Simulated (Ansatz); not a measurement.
Ansatz (a quantum-chemistry and plane-wave program) input:
A basis named .json is the Basis Set Exchange file of that set.

Ansatz 0.2 input:
```yaml
crystal:
  periodic: [false, false, false]
  atoms:
    - {symbol: F, position_ang: [-1.49152392, 1.04101960, -0.92024807]}
    - {symbol: C, position_ang: [-0.98825372, -0.01258050, -0.25927649]}
    - {symbol: F, position_ang: [-1.48961342, -1.12234965, -0.82256007]}
    - {symbol: F, position_ang: [-1.40504679, 0.04416596, 1.00556499]}
    - {symbol: C, position_ang: [0.54367755, -0.01654743, -0.37708732]}
    - {symbol: Cl, position_ang: [1.21719150, -1.45348295, 0.41590117]}
    - {symbol: Cl, position_ang: [1.21459454, 1.48719484, 0.28311342]}
    - {symbol: H, position_ang: [0.80275161, -0.06385786, -1.42987677]}
basis:
  gaussian:
    orbitals: aug-cc-pV_D+d_Z.json
total_charge: 1
magnetization: {spin_polarized: true, initial_magnetization: 1}
correlation: {method: ccsd_t, electrons: outside_noble_gas}
```

Q: Predict the final energy.

A: -1294.52352 Eh (CCSD(T)/aug-cc-pV(D+d)Z). The basis has 188 functions.

This state (charge 1, doublet) is run at the relaxed geometry of the species with charge 0 and multiplicity 1.

The program attaches cautions to this result: other roots.
